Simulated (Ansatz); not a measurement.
Reaction (ligand exchange at a B–N bond): `CB(C)N[SiH3]` + CH₃SH → `CSB(C)C` + `N[SiH3]`

Computed with Ansatz on PBE0-D4/def2-TZVP structures; ΔE is electronic, products minus reactants. CCSD(T)/CBS is the MP2 limit (def2-TZVPP, def2-QZVPP) plus CCSD(T) − MP2 in def2-TZVPP, frozen cores. This one scheme is used for every species. Functionals use def2-TZVPP. One conformer a species, not always the lowest.

`CB(C)N[SiH3]`:

```xyz
15

C     0.776    1.978   -0.215
B     0.126    0.543   -0.164
C    -0.942    0.121   -1.245
N     0.506   -0.370    0.848
Si   -0.086   -1.986    1.095
H     1.151    2.208   -1.218
H     1.595    2.127    0.494
H     0.015    2.738   -0.004
H    -1.677    0.915   -1.406
H    -1.490   -0.801   -1.030
H    -0.441   -0.022   -2.211
H     1.209   -0.054    1.501
H     0.632   -2.540    2.273
H    -1.547   -2.003    1.367
H     0.172   -2.854   -0.083
```

CH₃SH:

Cartesian coordinates in Å:
```
C 0.431 0.114 -0.207
S -1.364 -0.087 -0.163
H 0.769 0.853 0.518
H 0.672 0.473 -1.207
H 0.943 -0.834 -0.045
H -1.451 -0.519 1.104
```

`CSB(C)C`:

Cartesian coordinates in Å:
```
C -1.475 -1.670 -0.676
S -1.567 -0.151 0.297
B 0.083 0.533 0.294
C 1.283 -0.174 -0.428
C 0.267 1.875 1.086
H -1.231 -1.452 -1.716
H -2.455 -2.143 -0.635
H -0.735 -2.354 -0.262
H 1.027 -0.566 -1.416
H 1.602 -1.040 0.166
H 2.152 0.480 -0.531
H -0.625 2.236 1.601
H 1.070 1.765 1.824
H 0.605 2.659 0.397
```

`N[SiH3]`:

```xyz
7

N    -0.770   -0.732    0.092
Si    0.393    0.527   -0.046
H    -0.797   -1.297    0.926
H    -1.005   -1.283   -0.718
H     0.338    1.337    1.199
H     1.810    0.091   -0.229
H     0.030    1.357   -1.223
```

Task: Is it downhill or uphill in electronic energy at CCSD(T)/CBS, and by how much? (Best estimate.)

Result: Computed: Uphill: ΔE = +7.7 kcal/mol.

Task: What do these levels give: revPBE-D4, BLYP-D4, BHLYP-D4, ωB97X-V, r2SCAN, PBE0, HF/def2-SVP, CCSD(T)/def2-TZVPP, HF/def2-QZVPP, MP2/def2-QZVPP, SCS-MP2/def2-QZVPP, HF/CBS(def2)? (Best estimate.)

Result: Ansatz gave: revPBE-D4 6.1, BLYP-D4 7.7, BHLYP-D4 9.0, ωB97X-V 7.9, r2SCAN 6.5, PBE0 6.9, HF/def2-SVP 11.6, CCSD(T)/def2-TZVPP 8.3, HF/def2-QZVPP 10.4, MP2/def2-QZVPP 6.8, SCS-MP2/def2-QZVPP 7.9, HF/CBS(def2) 10.4 kcal/mol.

Largest T1 diagnostic among the species: 0.012.

At CCSD(T), def2-SVP lies +2.5 kcal/mol from the extrapolated value and def2-TZVPP +0.6 kcal/mol. From BLYP to BHLYP (50 % exact exchange), in def2-TZVPP and without D4, ΔE moves by +1.3 kcal/mol. In def2-TZVPP, CCSD(T) changes the Hartree–Fock value by −2.0 kcal/mol (the triples alone add −0.6 kcal/mol) and MP2 by −3.1 kcal/mol.
